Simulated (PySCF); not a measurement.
S (SMILES [S]), triplet; PySCF with WB97M-V/cc-pVTZ.

PySCF was given this input:
```python
from pyscf import gto, scf, dft

mol = gto.M(
    atom='''
S     0.00000000    0.00000000    0.00000000
''',
    basis='cc-pvtz',
    spin=2,
    verbose=4,
)

mf = dft.UKS(mol)
mf.xc = 'wb97m_v'
mf.grids.atom_grid = (99, 590)
mf.grids.prune = None
mf.kernel()
```

What the program printed (banner, timings and long lists left out):

```
PySCF version 2.14.0

[INPUT] verbose = 4
[INPUT] num. atoms = 1
[INPUT] num. electrons = 16
[INPUT] charge = 0
[INPUT] spin (= nelec alpha-beta = 2S) = 2
[INPUT] symmetry False subgroup None
[INPUT] Mole.unit = angstrom
[INPUT] Symbol           X                Y                Z      unit          X                Y                Z       unit  Magmom
[INPUT]  1 S      0.000000000000   0.000000000000   0.000000000000 AA    0.000000000000   0.000000000000   0.000000000000 Bohr   0.0

nuclear repulsion = 0
number of shells = 9
number of NR pGTOs = 59
number of NR cGTOs = 34
basis = cc-pvtz
ecp = {}

******** <class 'pyscf.dft.uks.UKS'> ********
method = UKS
initial guess = minao
damping factor = 0
level_shift factor = 0
DIIS = <class 'pyscf.scf.diis.CDIIS'>
diis_start_cycle = 1
diis_space = 8
diis_damp = 0
SCF conv_tol = 1e-09
SCF conv_tol_grad = None
SCF max_cycles = 50
direct_scf = True
direct_scf_tol = 1e-13
number electrons alpha = 9  beta = 7
XC library pyscf.dft.libxc version 7.1.2
    S. Lehtola, C. Steigemann, M. J. T. Oliveira, and M. A. L. Marques,  SoftwareX 7, 1–5 (2018)
XC functionals = wb97m_v
    N. Mardirossian and M. Head-Gordon,  J. Chem. Phys. 144, 214110 (2016)
radial grids:
    Treutler-Ahlrichs [JCP 102, 346 (1995); DOI:10.1063/1.469408] (M4) radial grids

becke partition: Becke, JCP 88, 2547 (1988); DOI:10.1063/1.454033
pruning grids: None
grids dens level: 3
symmetrized grids: False
atomic radii adjust function: <function treutler_atomic_radii_adjust>
User specified grid scheme (99, 590)
** Following is NLC and NLC Grids **
NLC functional = wb97m_v
radial grids:
    Treutler-Ahlrichs [JCP 102, 346 (1995); DOI:10.1063/1.469408] (M4) radial grids

becke partition: Becke, JCP 88, 2547 (1988); DOI:10.1063/1.454033
pruning grids: <function nwchem_prune>
grids dens level: 3
symmetrized grids: False
atomic radii adjust function: <function treutler_atomic_radii_adjust>
small_rho_cutoff = 0
Set gradient conv threshold to 3.16228e-05
tot grids = 58416
tot grids = 18880
init E= -397.876135612753

cycle= 1 E= -398.093318699319  delta_E= -0.217  |g|= 0.0808  |ddm|= 0.606
cycle= 2 E= -398.097480286087  delta_E= -0.00416  |g|= 0.0265  |ddm|= 0.094
cycle= 3 E= -398.097783337677  delta_E= -0.000303  |g|= 0.00631  |ddm|= 0.0252
cycle= 4 E= -398.097819621112  delta_E= -3.63e-05  |g|= 0.00111  |ddm|= 0.00976
cycle= 5 E= -398.097821356357  delta_E= -1.74e-06  |g|= 0.000145  |ddm|= 0.00261
cycle= 6 E= -398.097821383977  delta_E= -2.76e-08  |g|= 2.9e-05  |ddm|= 0.000327
cycle= 7 E= -398.097821385069  delta_E= -1.09e-09  |g|= 3.39e-06  |ddm|= 6.54e-05
cycle= 8 E= -398.097821385084  delta_E= -1.47e-11  |g|= 3.58e-07  |ddm|= 7.73e-06
Extra cycle  E= -398.097821385083  delta_E= 1.71e-13  |g|= 1.16e-07  |ddm|= 7.18e-07
converged SCF energy = -398.097821385083  <S^2> = 2.002689  2S+1 = 3.0017921
```
